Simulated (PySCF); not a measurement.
C₆ coefficients of unlike pairs at M06

Calculated with PySCF 2.14 from the dipole response of each species, C₆(A,B) = (3/π) ∫ α_A(iu) α_B(iu) du, in atomic units, from isotropic polarisabilities. For ions this is the dispersion term alone; charge-induced terms of lower order in 1/R come first.

```
species           configuration                                      basis      relativity  α (bohr³)  C₆ (like pair)
   Si³⁺           [Ne] 3s1 (2S)                    dyall-av3z (19s12p3d2f)            none      6.989           12.51
     Mg           [Ne] 3s2 (1S)                aug-cc-pVQZ-DK (7s6p4d3f2g)   spin-free X2C      80.86           713.6
   Kr³⁺  [Ar] 3d10 4s2 4p3 (4S)  aug-cc-pwCVDZ-PP with ECP10MDF (6s5p4d1f)  core potential      5.173           19.68
     Nb       [Kr] 4d4 5s1 (6D)  aug-cc-pwCVDZ-PP with ECP28MDF (6s6p5d3f)  core potential      89.94           935.0
```

Problem. Estimate C₆ for Mg with Si³⁺.

Solution. The integral gives 86.72. The combination rule 2 C_A C_B / (C_A α_B/α_A + C_B α_A/α_B) gives 86.49 and the geometric mean 94.48.

No spin-orbit coupling is included.

The other pairs:

| pair | C₆ |
| --- | --- |
| Nb, Kr³⁺ | 106.4 |
| Nb, Si³⁺ | 103.5 |
| Kr³⁺, Si³⁺ | 13.86 |
| Kr³⁺, Mg | 80.71 |
| Nb, Mg | 806.4 |
